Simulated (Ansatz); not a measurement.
Basis-set extrapolation for CH$_{9}$FSi$_{3}$ (`FC([SiH3])([SiH3])[SiH3]`) (PBE0-D4/def2-TZVP geometry, frozen core, Ansatz 0.2.0). Multiplicity 1, RHF reference.

```json
{"": "HF", "def2-TZVPP": "-1009.404753", "def2-QZVPP": "-1009.438070"}
{"": "MP2 correlation", "def2-TZVPP": "-0.804839", "def2-QZVPP": "-0.868188"}
{"": "CCSD(T) correlation", "def2-TZVPP": "-0.906991", "def2-QZVPP": "not run"}
```

Energies in hartree. Use E(X) = E(∞) + A·exp(−7.88·√X) for Hartree–Fock and E(X) = E(∞) + B·X^(−2.97) for correlation, with X = 3 and 4, and add CCSD(T) minus MP2 of the smaller set to the MP2 limit.

Problem. What is the CCSD(T) energy at the basis-set limit?

Solution. HF limit: -1009.438070 + (-0.033317) × 0.13774 = -1009.44266. MP2 limit: -0.868188 + (-0.063349) × 0.74074 = -0.91511. Higher-order term: -0.906991 − (-0.804839) = -0.10215. Total: -1010.45992 hartree, 4.03 eV below CCSD(T)/def2-TZVPP.
